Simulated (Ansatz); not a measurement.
`[F][AlH][SiH2]Cl` + `CNC` → `C[N](C)[AlH][F]` + `[SiH3]Cl` at 298.15 K and 1 bar (cleavage of the Al–Si bond).

Isolated molecules relaxed with PBE0-D4/def2-TZVP in Ansatz; ΔE leaves out vibrations. CCSD(T)/CBS adds triple-zeta CCSD(T) − MP2 to the extrapolated MP2 energy (def2 sets, frozen cores). This one scheme is used for every species. Each species was taken in one conformer, which may not be the lowest.

| species | CCSD(T)/CBS energy (Eh) | H − E (kJ/mol) | S (J/(mol·K)) |
| --- | --- | --- | --- |
| `[F][AlH][SiH2]Cl` | -1092.58044 | 93.6 | 355.2 |
| `CNC` | -135.00321 | 256.9 | 271.4 |
| `C[N](C)[AlH][F]` | -476.92428 | 262.6 | 343.7 |
| `[SiH3]Cl` | -750.69636 | 80.1 | 250.8 |

H − E and S are ideal-gas, rigid-rotor, harmonic terms from PBE0-D4/def2-TZVP, for one conformer and one mirror image of each species. 1 Eh = 2625.50 kJ/mol, R = 8.31446 J/(mol·K).

Problem. By hand: ΔE, ΔH, ΔS and ΔG.

Solution. ΔE = (-476.92428) + (-750.69636) − (-1092.58044) − (-135.00321) = -0.03699 Eh = -97.1 kJ/mol. Δ(H − E) = 262.6 + 80.1 − 93.6 − 256.9 = -7.8, so ΔH = -104.9 kJ/mol. ΔS = 343.7 + 250.8 − 355.2 − 271.4 = -32.1 J/(mol·K). ΔG = -104.9 − 298.15 × (-32.1)/1000 = -95.3 kJ/mol.

Problem. By hand: the equilibrium constant, and the temperature at which ΔG would vanish if ΔH and ΔS stayed fixed.

Solution. log₁₀ K = −ΔG/(RT ln 10) = 16.7. ΔG = 0 at ΔH/ΔS = 3268 K, far beyond where these terms or the molecules hold.

ΔH outweighs TΔS. A doubt of 5 kJ/mol in ΔE shifts log₁₀ K by 0.9 here. Other conformers and mirror images would add mixing entropy, several J/(mol·K) or more a flexible species. Modes under 60 cm⁻¹, often nearly free rotors, make the harmonic entropy too high. These are equilibria of isolated gas molecules and say nothing of rates. Largest T1 diagnostic: 0.012 (customary marks: 0.02 for closed shells, 0.045 for open ones).
